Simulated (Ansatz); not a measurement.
`[F][In]([F])[SH]` + H₂ → `[F][InH][SH]` + H–F  (hydrogenolysis of the In–F bond)

Computed with Ansatz on PBE0-D4/def2-TZVP structures; ΔE is electronic, products minus reactants. CBS: MP2 limit from def2 TZ/QZ plus the TZ coupled-cluster correction, frozen cores. This one scheme is used for every species. def2 core potentials past Kr. For In outer-core shells are correlated without core-valence functions, which leaves a few kJ/mol of doubt a bond. Each species was taken in one conformer, which may not be the lowest.

```json
{"species": "`[F][In]([F])[SH]`", "CCSD(T)/CBS(def2) energy (Eh)": "-787.86618"}
{"species": "H₂", "CCSD(T)/CBS(def2) energy (Eh)": "-1.17544"}
{"species": "`[F][InH][SH]`", "CCSD(T)/CBS(def2) energy (Eh)": "-688.63795"}
{"species": "H–F", "CCSD(T)/CBS(def2) energy (Eh)": "-100.39570"}
```

**Question.** Work out ΔE.

**Answer.** ΔE = (-688.63795) + (-100.39570) − (-787.86618) − (-1.17544) = 0.00797 Eh = +20.9 kJ/mol.

Largest T1 diagnostic among the species: 0.016.

Leaving LDA and LC-ωPBE aside and taking each functional with its dispersion term where it has one, the values, not all of them listed here, spread over 19.9 kJ/mol, from HSE06-D4 to BLYP-D4. LDA lies −17.6 kJ/mol from PBE without D4. From PBE to PBE0 (25 % exact exchange), in def2-TZVPP and without D4, ΔE moves by −9.1 kJ/mol.
